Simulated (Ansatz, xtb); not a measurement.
Two isomers of C8H6O

Structure X: `C#CC1=CC=C(C=O)C1`, a singlet. Structure Y: `C#CC1=C(C=O)CC=C1`, a singlet. Both are isolated molecules in the gas phase, relaxed with PBE0-D3(BJ)/def2-SVP, each in the lowest conformer that the search found.

Question: Estimate E(Y) − E(X) at the level CCSD(T)/def2-SVP + ΔMP2/def2-TZVPP.

Answer: CCSD(T)/def2-SVP + ΔMP2/def2-TZVPP gives E(Y) − E(X) = +0.95 kcal/mol, slightly favouring structure X, which is too small a margin to settle the true order.

Level by level:

```csv
level,geometry,E(Y) − E(X) (kcal/mol),departure from the last row (kcal/mol),"job, with rough time for the two"
GFN2-xTB,GFN2-xTB,+1.02,+0.07,"optimisation, 0.19 s"
HF/STO-3G,GFN2-xTB,+0.21,−0.73,"single point, 0.9 s"
r2SCAN-D4/def2-SVP,GFN2-xTB,+1.99,+1.04,"single point, 10 s"
PBE0-D3(BJ)/def2-SVP,PBE0-D3(BJ)/def2-SVP,+1.60,+0.65,"optimisation, 94 s"
HF/def2-SVP,PBE0-D3(BJ)/def2-SVP,+1.28,+0.33,part of the CCSD(T) run
MP2/def2-SVP,PBE0-D3(BJ)/def2-SVP,+1.05,+0.10,part of the CCSD(T) run
CCSD(T)/def2-SVP,PBE0-D3(BJ)/def2-SVP,+0.89,−0.06,single point
CCSD(T)/def2-SVP + ΔMP2/def2-TZVPP,PBE0-D3(BJ)/def2-SVP,+0.95,,"single point, 5.6 min"
```

As drawn, both hold the same kinds of bond in the same numbers.

The largest departure from CCSD(T)/def2-SVP + ΔMP2/def2-TZVPP is that of r2SCAN-D4/def2-SVP, 1.04 kcal/mol. The last row adds to CCSD(T) the change of the MP2 difference between the two basis sets, here +0.06 kcal/mol.

With thermal terms from frequencies at re-optimised GFN2-xTB minima (ideal gas, soft modes damped towards free rotors, one conformer each, 298.15 K, 1 atm): on the last row, ΔE + ΔZPE = +0.96, ΔH = +0.95, ΔG = +0.99 kcal/mol.

The correlated steps freeze 9 core orbitals. Codes used: Ansatz 0.2.0, xtb 6.7.1; the last row on 2 threads of Arm Neoverse V1 on a shared host.
